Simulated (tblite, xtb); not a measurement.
B$_{2}$Cl$_{4}$, triplet, geometry from GFN2-xTB (a higher spin typed on purpose: for a closed-shell molecule this is an excited state). Base run: GFN1-xTB in xtb 6.7.1.

Here is a job for xtb.
```
$ xtb mol.xyz --gfn 1 --uhf 2 --json

# file mol.xyz
6

Cl    -1.53946817    -1.66678088    -0.10821165
B     -0.80012691    -0.07747045    -0.06474284
Cl    -1.82615722     1.34091195    -0.16412033
B      0.80012691     0.07747045     0.06474284
Cl     1.82615722    -1.34091195     0.16412033
Cl     1.53946817     1.66678088     0.10821165
```

Programs used: tblite, xtb; a row that names a program was run with it.

The base run was repeated with changes; each row names its change, and settings that it needs were set with it.

```
change                                                    ΔE vs base (kcal/mol)  SCF cycles
--------------------------------------------------------  ---------------------  ----------
base                                                                      0.000           8
etemp = 5000                                                             -11.08           7
acc = 1000                                                                0.000           5
file = coord                                                              0.000           8
etemp = 1000                                                             -0.034           8
acc = 0.0001                                                              0.000          10
program = tblite; method = gfn1; option = (--guess, eeq)                  0.000           -
program = tblite; method = gfn1                                           0.000           -
etemp = 10000                                                            -46.63           7
```
